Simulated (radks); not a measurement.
The numbers below are computed, except where a source is named.
Re2+, configuration [Xe] 4f14 5d5 (the NIST ground configuration). Level of theory: Dirac Kohn-Sham, Wu-Cohen GGA, spin-unpolarised, spherical densities, finite nucleus; open shells are shared between the two j in proportion to 2j + 1; Fermi nuclear charge, rms radius 5.3698 fm (a radial shooting solver on a logarithmic mesh with Libxc functionals).

Spin-orbit splittings of the eigenvalues, e(l+1/2) - e(l-1/2), with zeta = 2 splitting/(2l+1) and mean radii in bohr:

2p: occ. 6; splitting (eV) 1440; zeta (eV) 959.8; <r> j=l-1/2 0.06246; <r> j=l+1/2 0.07054
3p: occ. 6; splitting (eV) 312.6; zeta (eV) 208.4; <r> j=l-1/2 0.1870; <r> j=l+1/2 0.2019
3d: occ. 10; splitting (eV) 67.87; zeta (eV) 27.15; <r> j=l-1/2 0.1765; <r> j=l+1/2 0.1811
4p: occ. 6; splitting (eV) 72.99; zeta (eV) 48.66; <r> j=l-1/2 0.4450; <r> j=l+1/2 0.4785
4d: occ. 10; splitting (eV) 13.49; zeta (eV) 5.394; <r> j=l-1/2 0.4934; <r> j=l+1/2 0.5048
4f: occ. 14; splitting (eV) 2.513; zeta (eV) 0.7179; <r> j=l-1/2 0.5761; <r> j=l+1/2 0.5849
5p: occ. 6; splitting (eV) 11.00; zeta (eV) 7.335; <r> j=l-1/2 1.137; <r> j=l+1/2 1.238
5d: occ. 5; splitting (eV) 0.9864; zeta (eV) 0.3945; <r> j=l-1/2 1.746; <r> j=l+1/2 1.803
